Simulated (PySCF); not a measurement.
Cl2Si, singlet, geometry from GFN2-xTB. Base run: DF-R2SCAN/3-21G run with PySCF.

The PySCF input:
```python
from pyscf import gto, scf, dft

mol = gto.Mole()
mol.atom = '''
    Si    0.000850    0.005274    0.923813
    Cl    1.016022    1.213194   -0.388268
    Cl   -1.016722   -1.217537   -0.372520
'''
mol.basis = '3-21g'
mol.charge = 0
mol.spin = 0
mol.verbose = 4
mol.build()

mf = dft.RKS(mol)
mf.xc = 'r2scan'
mf = mf.density_fit(auxbasis='def2-universal-jkfit')
mf.kernel()
```

Variants of this job, named by their change:

```
change               basis functions       E (Eh)  HOMO (eV)  HOMO-LUMO gap (eV)  dipole (D)  core-seconds (rough)
-------------------  ---------------  -----------  ---------  ------------------  ----------  --------------------
base                              39  -1203.80577      -7.16                3.05        1.40                     2
basis = cc-pVDZ                   54  -1209.87371      -6.78                3.28        0.68                     5
basis = def2-SV(P)                54  -1209.48855      -6.70                3.28        0.57                     4
basis = pcseg-1                   54  -1209.81032      -6.94                3.22        0.82                     4
basis = 6-31+G*                   66  -1209.81018      -6.94                3.24        0.91                     5
basis = cc-pV(D+d)Z               69  -1209.88142      -6.78                3.29        0.67                     6
basis = 6-311G**                  78  -1209.88367      -6.98                3.23        1.01                     5
basis = aug-pcseg-1               81  -1209.81735      -6.85                3.24        0.55                     9
basis = 6-311++G**                90  -1209.88772      -6.95                3.23        0.90                     8
basis = cc-pVTZ                  102  -1209.92174      -6.78                3.28        0.59                     8
basis = pcseg-2                  102  -1209.92149      -6.85                3.26        0.76                    10
basis = def2-TZVPD               135  -1209.90761      -6.80                3.27        0.58                    10
basis = def2-QZVPP               210  -1209.94430      -6.80                3.28        0.58                    20
```

Totals compare only among sets that treat the same electrons; sets with core potentials leave the core out.
